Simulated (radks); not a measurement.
The numbers below are computed, except where a source is named.
Task: Excited configurations of the nitrogen ion N2+: one electron is placed in a higher orbital outside [He] 2s2. The ground configuration is [He] 2s2 2p1. Level of theory: non-relativistic Kohn-Sham, LDA (Slater exchange, Perdew-Wang correlation), spin-polarised, spherical densities, point nucleus; open shells are filled with parallel spins first (a radial shooting solver on a logarithmic mesh with Libxc functionals). Excitation = E - E(ground); binding = E(ion) - E, where the ion is the core of charge +3; n* = 3/sqrt(2 binding) in atomic units, and the quantum defect is n - n*.

outer orbital  excitation (eV)  binding (eV)     n*  quantum defect  eigenvalue (eV)  <r> (bohr)
3p                      30.151        17.604  2.637           0.363          -14.798       3.240
4s                      37.330        10.424  3.427           0.573           -9.006       6.004
4d                      39.244         8.511  3.793           0.207           -7.140       6.355
4f                      39.955         7.799  3.962           0.038           -6.364       5.877
5s                      41.395         6.359  4.388           0.612           -5.536       9.869
5d                      42.297         5.458  4.737           0.263           -4.679       10.53
5f                      42.638         5.117  4.892           0.108           -4.328       10.19
6p                      43.724         4.031  5.512           0.488           -3.520       15.33
7d                      44.971         2.783  6.633           0.367           -2.433       21.78
7f                      45.086         2.669  6.773           0.227           -2.319       21.71

Estimate the row for 6f.

Result: excitation (eV) 44.153; binding (eV) 3.601; n* 5.831; quantum defect 0.169; eigenvalue (eV) -3.097; <r> (bohr) 15.47. The Delta-SCF ionisation energy is 47.755 eV (NIST Atomic Spectra Database: 47.445 eV, semi-empirical). Self-interaction in the functional shifts the binding energies and quantum defects, so they are the method's values and not measured ones. Open shells are spherical and high-spin; term and fine-structure splittings are not resolved.
